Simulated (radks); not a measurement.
Q: Successive ionisation energies (eV) of one element, from differences of total energies of ions in their ground configurations, starting at charge 22: 617.31, 662.34, 882.32, 927.48, 973.27, 1019.7, 1066.7, 1114.3, 1176.6, 1226.0, 1276.0, 1326.6, 1517.2, 1567.6, 1618.3, 1669.2, 1795.2, 1848.8, 1986.4, 2038.1, 3440.0, 3559.1. All-electron calculation, Dirac Kohn-Sham, relativistic LDA (MacDonald-Vosko exchange, VWN5 correlation), spin-unpolarised, spherical densities, finite nucleus; open shells fill j = l - 1/2 first; Fermi nuclear charge, rms radius 5.3108 fm. Program: a radial shooting solver on a logarithmic mesh with Libxc functionals. Which element is it?

A: Ytterbium (Z = 70). The first species listed is Yb22+ in [Kr] 4d10 4f2, the last Yb43+ in [Ar] 3d9.
